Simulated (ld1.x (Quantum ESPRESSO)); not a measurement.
**Reading a pseudo-wave (rhenium (Re))**

Columns: radius, all-electron u(r) and pseudo u(r) of the 5d shell (level -5.78 eV) of rhenium in the configuration [Xe] 4f14 5d5 6s1.75 6p0.25; PBE, scalar-relativistic, ultrasoft scheme, ld1.x (Quantum ESPRESSO) 7.5.

```json
{"r (bohr)": "0.213", "all-electron": "-0.0203", "pseudo": "0.0040"}
{"r (bohr)": "0.425", "all-electron": "-0.3298", "pseudo": "0.0299"}
{"r (bohr)": "0.638", "all-electron": "0.0450", "pseudo": "0.0921"}
{"r (bohr)": "0.850", "all-electron": "0.4331", "pseudo": "0.1909"}
{"r (bohr)": "1.062", "all-electron": "0.6651", "pseudo": "0.3141"}
{"r (bohr)": "1.275", "all-electron": "0.7629", "pseudo": "0.4404"}
{"r (bohr)": "1.488", "all-electron": "0.7749", "pseudo": "0.5449"}
{"r (bohr)": "1.700", "all-electron": "0.7406", "pseudo": "0.6090"}
{"r (bohr)": "1.912", "all-electron": "0.6842", "pseudo": "0.6265"}
{"r (bohr)": "2.125", "all-electron": "0.6195", "pseudo": "0.6026"}
{"r (bohr)": "2.338", "all-electron": "0.5541", "pseudo": "0.5519"}
{"r (bohr)": "2.550", "all-electron": "0.4918", "pseudo": "0.4919"}
{"r (bohr)": "2.762", "all-electron": "0.4342", "pseudo": "0.4342"}
{"r (bohr)": "2.975", "all-electron": "0.3816", "pseudo": "0.3816"}
{"r (bohr)": "3.188", "all-electron": "0.3343", "pseudo": "0.3343"}
{"r (bohr)": "3.400", "all-electron": "0.2923", "pseudo": "0.2923"}
{"r (bohr)": "3.613", "all-electron": "0.2550", "pseudo": "0.2550"}
{"r (bohr)": "3.825", "all-electron": "0.2223", "pseudo": "0.2223"}
{"r (bohr)": "4.038", "all-electron": "0.1935", "pseudo": "0.1935"}
{"r (bohr)": "4.250", "all-electron": "0.1684", "pseudo": "0.1684"}
{"r (bohr)": "4.462", "all-electron": "0.1464", "pseudo": "0.1464"}
{"r (bohr)": "4.675", "all-electron": "0.1273", "pseudo": "0.1273"}
{"r (bohr)": "4.888", "all-electron": "0.1106", "pseudo": "0.1106"}
{"r (bohr)": "5.100", "all-electron": "0.0962", "pseudo": "0.0962"}
{"r (bohr)": "5.313", "all-electron": "0.0835", "pseudo": "0.0835"}
{"r (bohr)": "5.525", "all-electron": "0.0726", "pseudo": "0.0726"}
```

How many radial nodes do the two functions have?

The all-electron 5d function has n − l − 1 = 2 (the table is too coarse to show those close to the nucleus); the pseudo-wave has 0, since the states of the same l below it are removed with the core.

At about which radius was the pseudo-wave matched?

2.75 bohr, where the columns begin to agree (steps of 0.21 bohr).

Is the pseudo-wave norm-conserving?

No, it belongs to an ultrasoft set: the norm inside the radius is not constrained, and the difference is carried by the augmentation charge.
